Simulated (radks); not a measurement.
Question: All-electron atom: Sr III in [Kr]. All-electron calculation, Dirac Kohn-Sham, PBE, spin-unpolarised, spherical densities, point nucleus. Program: a radial shooting solver on a logarithmic mesh with Libxc functionals. Some entries of the table are withheld. Estimate them.

orbital,occ.,eigenvalue (eV),<r> (bohr)
1s1/2,2,-15945.11,0.03916
2s1/2,2,-2170.897,0.1722
2p1/2,2,-1976.853,0.1475
2p3/2,4,-1908.445,0.1517
3s1/2,2,-347.6703,0.4918
3p1/2,2,(1),0.4913
3p3/2,4,(2),0.5017
3d3/2,4,-143.0898,0.4960
3d5/2,6,-141.2591,0.4997
4s1/2,2,-54.7060,1.352
4p1/2,2,(3),1.527
4p3/2,4,(4),1.559
5s1/2,0,-13.5936,3.499
4d3/2,0,-13.3403,2.422
4d5/2,0,-13.2556,2.437

Answer: 
(1) 3p1/2 eigenvalue (eV): -277.2090
(2) 3p3/2 eigenvalue (eV): -266.7203
(3) 4p1/2 eigenvalue (eV): -37.3109
(4) 4p3/2 eigenvalue (eV): -36.1284
